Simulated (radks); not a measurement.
Q: The table gives one normalised radial function P(r) = r R(r) of C4+ in [He] (r in bohr). Method: non-relativistic Kohn-Sham, BLYP, spin-polarised, spherical densities, point nucleus; computed with a radial shooting solver on a logarithmic mesh with Libxc functionals.

| r | P |
|---|---|
| 0.01665 | 0.4205 |
| 0.01954 | 0.4849 |
| 0.02275 | 0.5537 |
| 0.02649 | 0.6303 |
| 0.03083 | 0.7149 |
| 0.0359 | 0.8074 |
| 0.04212 | 0.9127 |
| 0.04904 | 1.0195 |
| 0.05709 | 1.1312 |
| 0.06646 | 1.2454 |
| 0.07737 | 1.3589 |
| 0.0908 | 1.4729 |
| 0.1057 | 1.5705 |
| 0.1231 | 1.6515 |
| 0.1433 | 1.7089 |
| 0.1681 | 1.7363 |
| 0.1957 | 1.7243 |
| 0.2278 | 1.6706 |
| 0.2652 | 1.5731 |
| 0.3088 | 1.4333 |
| 0.3624 | 1.2471 |
| 0.4218 | 1.0443 |
| 0.4911 | 0.8310 |
| 0.5717 | 0.6233 |
| 0.6656 | 0.4368 |
| 0.781 | 0.2761 |
| 0.9093 | 0.1629 |
| 1.059 | 0.0865 |

Which n and l does it have? It may be an empty orbital.

A: n = 1, l = 0: the number of nodes gives n - l - 1 = 0, the rise at small r (about r^(l+1)) gives l, and the extent must fit the shell. The curve is that of 1s. 1s: eigenvalue -358.20 eV, 0 radial nodes, <r> = 0.268 bohr, 90 % of the charge inside 0.480 bohr.
